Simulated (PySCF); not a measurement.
# How methods differ on the ionisation energy of Tc

Tc [Kr] 4d5 5s2 (6S) → Tc⁺ [Kr] 4d5 5s1 (7S), as a difference of total energies. All numbers are calculated (PySCF 2.14, scalar relativity by spin-free X2C-1e, in ANO-RCC-VTZP (7s6p4d2f1g, 68 functions)). Correlated levels: valence and next inner shell: [Ar] 3d10 frozen. The calculations carry no spin-orbit coupling.

```csv
method,ionisation energy (eV),error (eV)
UHF,5.545,-1.574
MP2 (valence and next inner shell),6.831,-0.288
SCS-MP2 (valence and next inner shell),6.959,-0.160
CCSD (valence and next inner shell),6.828,-0.291
CCSD(T) (valence and next inner shell),6.967,-0.152
```

Reference: 7.119 eV (measured; NIST Atomic Spectra Database, ionization energies).

Errors of the correlated levels include the incompleteness of this basis and the frozen core.
